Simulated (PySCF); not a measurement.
## Static response to an electric field

Species: C8H10F4.
Cartesian coordinates in Å at the PBE0-D3(BJ)/def2-SVP level; atoms count from 1:
```
atom  x, y, z in Å
F1    -2.268    0.649    1.881
C2    -0.984    0.442    1.417
C3    -0.693    1.383    0.232
C4    -0.465    0.418   -0.943
C5    -1.460   -0.701   -0.599
C6    -0.874   -0.950    0.796
C7     0.609   -1.213    0.486
C8     0.860   -0.349   -0.776
C9     2.128    0.465   -0.726
F10    2.198    1.324   -1.749
F11    2.258    1.181    0.402
F12    3.202   -0.332   -0.796
H13   -0.301    0.580    2.271
H14   -1.600    1.979    0.057
H15    0.135    2.077    0.414
H16   -0.572    0.885   -1.931
H17   -2.503   -0.355   -0.566
H18   -1.389   -1.573   -1.267
H19   -1.352   -1.721    1.415
H20    1.266   -0.933    1.323
H21    0.786   -2.277    0.278
H22    0.992   -0.995   -1.658
```

Level: wB97X-D/def2-SVPD (PySCF), static field, nuclei fixed, core orbitals frozen in the response. The polarisability tensor in these axes (au):

```
x   92.34 -0.44 -4.07
y   -0.44 85.78 -0.56
z   -4.07 -0.56 85.43
```

Task: Give the principal values, the mean and the anisotropy Δα = √{½[(α1 − α2)² + (α2 − α3)² + (α1 − α3)²]}.

Result: Principal values 83.35, 85.97 and 94.22 au; mean 87.85 au = 13.02 Å³ = 14.48 × 10⁻⁴⁰ C²·m²/J; Δα = 9.83 au (11 % of the mean).

Task: What is the dipole moment, and where does it point?

Result: (-0.63, -1.52, -0.78) D, 1.82 D in size, pointing from the negative to the positive side. Measured along this direction, the outermost atoms are H15 and F11 at the negative end and H18 at the positive end.

Task: Rayleigh depolarisation ratio (linearly polarised light, static tensor)?

Result: ρ = 3Δα²/(45ᾱ² + 4Δα²) = 289.8/(347286 + 386.5) = 0.000834.

Task: Find the Langevin capture rate constant for NO+ (29.998 u) meeting this molecule (182.072 u), k = 2.342 × 10⁻⁹ cm³/s × √(α in Å³ / reduced mass in u).

Result: The reduced mass is 25.75 u, so k = 1.67 × 10⁻⁹ cm³/s. The formula leaves out the permanent dipole, which adds to the capture rate.

Task: Give the principal axes and the span of the nuclei along them.

Result: Largest value along (0.91, -0.02, -0.42), where the nuclei span 6.11 Å; middle along (-0.10, 0.96, -0.26), 4.38 Å; least along (0.41, 0.28, 0.87), 4.12 Å. The response follows the extents in order.

Task: Estimate the molar refractivity from the static electronic polarisability.

Result: Lorentz–Lorenz: R = (4π/3)N_A α = 2.5225 cm³/(mol·Å³) × 13.02 Å³ = 32.8 cm³/mol, in the limit of long wavelengths.

Task: Refractivity n − 1 of an ideal gas of it at 273.15 K and 1 atm, from the electronic α?

Result: N = p/kT = 2.6868 × 10¹⁹ cm⁻³, so n − 1 = 2π × N × 13.02 × 10⁻²⁴ cm³ = 2198 × 10⁻⁶ at long wavelengths.

Isolated species at its PBE0-D3(BJ)/def2-SVP geometry, gas phase.

These values come from a run that also computed excited states. Time: 2.1 min wall, 4.6 min CPU; peak memory 2.0 GiB. Hardware: an Intel Xeon Platinum 8259CL at 2.50 GHz with 2 threads, shared host with 96 logical CPUs at a one-minute load of 40.
